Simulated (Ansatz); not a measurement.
CH4FOY, SMILES `[CH3][Y]([OH])[F]`. Total charge 0; spin multiplicity 1. Y takes the def2 core potential. Geometry: relaxed with PBE0-D4/def2-TZVP. It is one conformer, not always the lowest.

```xyz
8

C     0.562    1.300   -0.335
Y    -0.191   -0.642    0.785
O    -1.512   -1.752   -0.246
F     1.071   -1.412    2.139
H     1.149    1.037   -1.226
H    -0.254    1.938   -0.700
H     1.214    1.937    0.278
H    -2.039   -2.406   -0.695
```

(1) What is the dipole moment at B3LYP/def2-TZVPP? (Best estimate.)

(2) And with PBE, r2SCAN, ωB97M-V? (Estimate.)

(3) Give the Mulliken charges with B3LYP, PBE, r2SCAN in def2-TZVPP. (Best estimate.)

Results:

(1) Ansatz gave: 2.74 D, with components (-2.73, -0.10, 0.26) D in this frame, pointing from negative to positive charge.

(2) Ansatz gave: PBE 2.64 D, r2SCAN 2.73 D, ωB97M-V 2.80 D.

(3) Computed: 
| atom | B3LYP | PBE | r2SCAN |
| --- | --- | --- | --- |
| C1 | -0.68 | -0.68 | -0.60 |
| Y2 | 1.30 | 1.18 | 1.30 |
| O3 | -0.57 | -0.52 | -0.61 |
| F4 | -0.49 | -0.44 | -0.50 |
| H5 | 0.10 | 0.10 | 0.08 |
| H6 | 0.09 | 0.09 | 0.07 |
| H7 | 0.09 | 0.09 | 0.07 |
| H8 | 0.18 | 0.18 | 0.20 |

B3LYP here is the variant with VWN-RPA as its local correlation; programs differ in this.
